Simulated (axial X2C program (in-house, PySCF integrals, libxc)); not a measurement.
Outer orbitals of BI at 2.141 Å, PBE0

Computed with an axial X2C code built on PySCF integrals. Spin-free means the one-electron spin-free X2C Hamiltonian; two-component (2c) means X2C with spin–orbit coupling and atomic mean-field two-electron Coulomb and Gaunt terms, so the difference of the two also holds small scalar two-electron terms. Basis: I dyall-cv3z [11s12p8d4f1g], B dyall-v3z [7s6p2d1f] (cores contracted in-house); Gaussian nuclei, density fitting, unrestricted open shells. Masses: I 126.904 u, B 11.009 u.

The distance is close to the 2c PBE0 minimum; the highest filled and lowest empty levels are listed.

Spin-free orbitals, state M_S = 0, Λ = 0 (closed shell) (Löwdin shares):

| symmetry | occupied | ε (eV) | atomic character |
| --- | --- | --- | --- |
| σα | yes | -20.30 | 74% I s, 12% B p, 10% B s |
| σα | yes | -12.53 | 48% I p, 38% B s, 8% I s |
| π+α | yes | -8.75 | 85% I p, 12% B p, 3% B d |
| π-α | yes | -8.75 | 85% I p, 12% B p, 3% B d |
| σα | yes | -7.24 | 38% B p, 36% B s, 21% I p |
| π+α | no | -2.38 | 80% B p, 10% I p, 8% I d |
| π-α | no | -2.38 | 80% B p, 10% I p, 8% I d |
| σα | no | 0.21 | 33% B p, 27% I p, 24% I d |
| σα | no | 1.92 | 47% B p, 21% B s, 13% I s |

One partner of each degenerate Kramers or spin pair is listed.

Spinors with spin–orbit coupling (state Ω = 0):

```tsv
ω	occupied	ε (eV)	atomic character	λ mixture
1/2	yes	-20.30	74% I s, 12% B p, 10% B s	100% σ
1/2	yes	-12.55	49% I p, 37% B s, 8% I s	99% σ, 1% π
1/2	yes	-9.09	84% I p, 10% B p, 3% B d	97% π, 3% σ
3/2	yes	-8.45	83% I p, 13% B p, 3% B d	100% π
1/2	yes	-7.19	38% B p, 35% B s, 22% I p	98% σ, 2% π
1/2	no	-2.39	82% B p, 9% I p, 8% I d	100% π
3/2	no	-2.34	79% B p, 12% I p, 8% I d	100% π
1/2	no	0.22	33% B p, 27% I p, 24% I d	100% σ
1/2	no	1.92	48% B p, 21% B s, 13% I s	100% σ
```

One partner of each degenerate Kramers or spin pair is listed.

Task: How does the gap between the highest filled and lowest empty level change from the spin-free to the 2c table?

Result: From 4.86 to 4.80 eV at PBE0, a change of -0.06 eV.

Mulliken charges and populations of the two-component result (they depend on the basis, above all on diffuse functions):

I 0.08 e (s 9.92 p 22.96 d 20.03 f 0.01), B -0.08 e (s 3.97 p 1.03 d 0.07).

One determinant describes the state; a PBE0 search over occupations chose it and may have missed a lower one.
